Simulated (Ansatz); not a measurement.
Species: CH$_{5}$O$_{2}$SSi, SMILES `O=S(=O)([SiH2])C` (O–S–Si–H torsion 60°) (charge 0, multiplicity 2), formula CH5O2SSi.

Task: How many basis functions does frozen-core CCSD(T)/def2-TZVPP // r2SCAN-D4/def2-TZVP (Ansatz, a first-principles code) use, how many core orbitals are frozen, and how many electrons are correlated?

Result: 247 basis functions and 13 frozen orbitals, which leaves 31 correlated electrons. Core time is of the order of minutes.
